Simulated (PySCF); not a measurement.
## Diatomics of Si with the chalcogens

MP2 with triple-zeta basis sets in PySCF, for the lowest determinant that a PBE0 search found; no spin–orbit coupling. De refers to high-spin ground-configuration atoms.

| M | basis | reference, frozen orbitals | state (unpaired electrons) | Re (Å) | ωe (cm⁻¹) | De (eV) |
| --- | --- | --- | --- | --- | --- | --- |
| O | def2-TZVPP | RHF, 6 | singlet (closed shell) | 1.529 | 1194 | 8.51 |
| S | x2c-TZVPPall | RHF, 10 | singlet (closed shell) | 1.940 | 753 | 6.27 |
| Se | x2c-TZVPPall | RHF, 14 | singlet (closed shell) | 2.064 | 588 | 5.63 |
| Te | def2-TZVPP | RHF, 9 | singlet (closed shell) | 2.271 | 498 | 4.78 |

The shortest bond is that of SiO (1.529 Å), the longest that of SiTe (2.271 Å). SiO is bound most strongly (8.51 eV) and SiTe least (4.78 eV).

The rows differ in basis set, which adds steps of its own.

Relativity is treated differently too: O no relativity; S spin-free X2C; Se spin-free X2C; Te scalar-relativistic core potentials.

Down a group bonds as a rule get longer and wavenumbers fall, partly through the reduced mass; this series shows no clear exception.

Correlated steps freeze the inner cores (6 to 14 orbitals); shallow outer-core shells are correlated. These are scalar-relativistic numbers at best; spin–orbit coupling would shift them, the dissociation energy most. Where the molecule has an RHF reference, its open-shell atoms are computed with UHF.
